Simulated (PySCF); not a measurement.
Compound: C₄H₁₀FNSi.
Structure used (GFN2-xTB), in Å, numbered top down from 1:
```
atom  x, y, z in Å
F1     1.509   -0.298   -2.172
C2     0.879   -0.682   -0.992
Si3    1.966   -0.202    0.520
C4    -0.417    0.080   -0.834
C5    -1.507   -0.583    0.023
C6    -1.469    0.677    0.896
N7    -0.251    1.106    0.206
H8     0.699   -1.755   -1.106
H9     2.437    1.168    0.384
H10    1.258   -0.514    1.757
H11    3.131   -1.100    0.435
H12   -0.779    0.453   -1.799
H13   -2.448   -0.793   -0.477
H14   -1.156   -1.476    0.534
H15   -1.314    0.525    1.966
H16   -2.330    1.334    0.746
H17   -0.213    2.073   -0.095
```

Theory: TDDFT CAM-B3LYP/def2-SVPD, vertical, gas phase, core orbitals frozen in the response in PySCF.

Transition dipole moments from the ground state, in atomic units and in the frame of the coordinates above (overall signs are arbitrary), for the states with f of 0.002 or more among the lowest 8:

```json
{"state": "S2", "E (eV)": "7.136", "μx": "-0.136", "μy": "0.116", "μz": "0.033"}
{"state": "S3", "E (eV)": "7.181", "μx": "-0.229", "μy": "0.182", "μz": "-0.033"}
{"state": "S4", "E (eV)": "7.351", "μx": "0.102", "μy": "-0.008", "μz": "-0.176"}
{"state": "S5", "E (eV)": "7.654", "μx": "0.038", "μy": "-0.183", "μz": "0.133"}
{"state": "S6", "E (eV)": "7.706", "μx": "0.138", "μy": "0.146", "μz": "0.099"}
{"state": "S7", "E (eV)": "7.897", "μx": "0.202", "μy": "-0.091", "μz": "0.247"}
{"state": "S8", "E (eV)": "7.945", "μx": "0.071", "μy": "-0.219", "μz": "-0.102"}
```

Problem. What oscillator strength does each state have?

Solution. f = (2/3) ΔE |μ|² with ΔE in hartree (27.2114 eV).

```json
{"state": "S2", "|μ|² (au)": "0.033", "|μ| (D)": "0.46", "f": "0.006"}
{"state": "S3", "|μ|² (au)": "0.087", "|μ| (D)": "0.75", "f": "0.015"}
{"state": "S4", "|μ|² (au)": "0.041", "|μ| (D)": "0.52", "f": "0.007"}
{"state": "S5", "|μ|² (au)": "0.052", "|μ| (D)": "0.58", "f": "0.010"}
{"state": "S6", "|μ|² (au)": "0.050", "|μ| (D)": "0.57", "f": "0.009"}
{"state": "S7", "|μ|² (au)": "0.110", "|μ| (D)": "0.84", "f": "0.021"}
{"state": "S8", "|μ|² (au)": "0.063", "|μ| (D)": "0.64", "f": "0.012"}
```

Problem. Which bond between heavy atoms lies closest to the direction of the S7 transition dipole?

Solution. C2–Si3, at 31° from it; next C2–C4 at 54°.

Problem. What angle do the transition dipoles of S7 and S8 make?

Solution. |cos θ| = |μa·μb| / (|μa| |μb|) = 0.11, so θ ≈ 84° (taken between 0 and 90°, since the signs are arbitrary).

Problem. What peak molar absorption coefficient would the strongest computed level give as a lone Gaussian band 0.5 eV wide at half height?

Solution. ε(max) = 2.175×10⁸ f / FWHM, with the width in cm⁻¹. S7: 2.175×10⁸ × 0.0213 / 4033 ≈ 1100 L mol⁻¹ cm⁻¹.

One conformer stands for the species.

Without π bonds the low states may be Rydberg-like; a valence basis with one diffuse set may place them up to an eV too high.
